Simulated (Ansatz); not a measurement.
Consider the silylene loss: `[NH2][In]([NH2])[O][SiH3]` → `[NH2][In]([NH2])[OH]` + `[SiH2]`.

Program: Ansatz. Geometries: PBE0-D4/def2-TZVP. ΔE: electronic, gas phase. CCSD(T)/CBS adds triple-zeta CCSD(T) − MP2 to the extrapolated MP2 energy (def2 sets, frozen cores). This one scheme is used for every species. Functionals use def2-TZVPP. B3LYP here is the variant with VWN-RPA as its local correlation; programs differ in this. Elements past krypton have def2 core potentials. For In outer-core shells are correlated without core-valence functions, which leaves a few kJ/mol of doubt a bond. One conformer a species, not always the lowest.

`[NH2][In]([NH2])[O][SiH3]`:

Z-matrix (Å, degrees):
```
Si
O 1 1.620
H 1 1.499 2 111.7
H 1 1.491 2 111.3 3 119.9
H 1 1.490 2 110.8 3 -119.7
In 2 1.993 1 135.9 3 -8.5
N 6 2.010 2 114.4 1 -7.4
N 6 2.006 2 112.2 1 173.0
H 7 1.011 6 114.0 2 23.2
H 7 1.010 6 116.7 2 151.7
H 8 1.010 6 116.7 2 150.8
H 8 1.011 6 113.9 2 22.4
```

`[NH2][In]([NH2])[OH]`:

Cartesian coordinates in Å:
```
N -0.056 0.840 1.681
In 0.054 0.075 -0.188
N -1.051 -1.430 -0.944
O 1.092 1.074 -1.561
H -0.314 0.193 2.413
H 0.755 1.360 1.986
H -1.240 -2.209 -0.330
H -0.720 -1.787 -1.830
H 1.480 1.885 -1.228
```

`[SiH2]`:

```xyz
3

Si    0.073   -0.497   -0.504
H    -0.619   -0.449    0.854
H     0.545    0.946   -0.350
```

CCSD(T)/CBS gives +346.3 kJ/mol.

Another level gave +347.4 kJ/mol. Which?
A. MP2/def2-TZVPP
B. B3LYP/def2-TZVPP
C. HF/def2-TZVPP
D. PBE0/def2-TZVPP

C. HF/def2-TZVPP 347.4, B3LYP 328.1, PBE0 341.2, MP2/def2-TZVPP 361.6 kJ/mol.

Largest T1 diagnostic among the species: 0.015.

From BLYP to BHLYP (50 % exact exchange), in def2-TZVPP and without D4, ΔE moves by +39.8 kJ/mol. At CCSD(T), def2-SVP lies −14.1 kJ/mol from the extrapolated value and def2-TZVPP −5.7 kJ/mol.

CCSD(T)/CBS has its own doubt, a few kJ/mol and more with outer-core shells, so smaller differences from it don't rank the levels.
